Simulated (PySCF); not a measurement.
siletan-1-amine (C3H9NSi), SMILES C1CC[SiH]1N. Atoms are numbered in the order given.

```xyz
14

N      2.1200    -0.2317    -0.3361
Si     0.5601     0.3458     0.1104
C     -0.9492     0.3901    -1.0417
C     -1.7739    -0.0713     0.1885
C     -0.6686    -0.7571     1.0346
H      2.2610    -1.0918    -0.8507
H      2.9157     0.3891    -0.4081
H      0.8004     1.6625     0.7789
H     -1.2826     1.3075    -1.5482
H     -0.8900    -0.4160    -1.7933
H     -2.6399    -0.7119    -0.0478
H     -2.1662     0.8071     0.7275
H     -0.7831    -0.7248     2.1276
H     -0.5463    -1.8116     0.7330
```

Geometry: PBE0-D3(BJ)/def2-SVP. Other conformers were not sampled.

All values below come from TDDFT-LC-ωPBE/def2-SVPD run with PySCF.

Vertical excitations. 

```csv
state,energy (eV),λ (nm),f,main pairs
S1,6.93,179,0.038,HOMO→LUMO 77 %
S2,7.98,155,0.029,"HOMO→LUMO+1 63 %, HOMO→LUMO+5 11 %"
S3,8.11,153,0.043,"HOMO→LUMO+2 27 %, HOMO→LUMO+3 23 %, HOMO→LUMO+8 13 %, HOMO→LUMO+1 6 %"
S4,8.15,152,0.049,"HOMO→LUMO+3 29 %, HOMO→LUMO+2 28 %, HOMO−1→LUMO 10 %, HOMO−2→LUMO 6 %"
S5,8.28,150,0.021,"HOMO−1→LUMO+1 47 %, HOMO−1→LUMO 21 %, HOMO→LUMO+2 8 %, HOMO−1→LUMO+6 7 %"
S6,8.39,148,0.011,"HOMO−1→LUMO 35 %, HOMO−1→LUMO+1 20 %, HOMO−1→LUMO+2 18 %"
S7,8.56,145,0.049,"HOMO−1→LUMO+2 24 %, HOMO−1→LUMO+1 16 %, HOMO→LUMO+2 10 %, HOMO→LUMO+7 9 %"
S8,8.69,143,0.009,"HOMO→LUMO+6 22 %, HOMO−2→LUMO 17 %, HOMO→LUMO+5 11 %, HOMO→LUMO+9 11 %"
S9,8.88,140,0.015,"HOMO→LUMO+4 27 %, HOMO−1→LUMO+2 20 %, HOMO→LUMO+3 7 %, HOMO→LUMO 7 %"
S10,9.13,136,0.063,HOMO−1→LUMO+3 61 %
T1,6.51,190,0,HOMO→LUMO 68 %
T2,7.42,167,0,"HOMO→LUMO+2 58 %, HOMO→LUMO+7 13 %"
T3,7.69,161,0,"HOMO→LUMO+3 30 %, HOMO→LUMO+6 10 %, HOMO→LUMO+8 10 %, HOMO→LUMO+1 9 %"
T4,7.74,160,0,"HOMO−1→LUMO+1 21 %, HOMO−1→LUMO 20 %, HOMO−1→LUMO+6 12 %, HOMO−1→LUMO+3 8 %"
```
Triplets are in the Tamm–Dancoff approximation, which puts them higher than full response would, so one can lie above its singlet here.
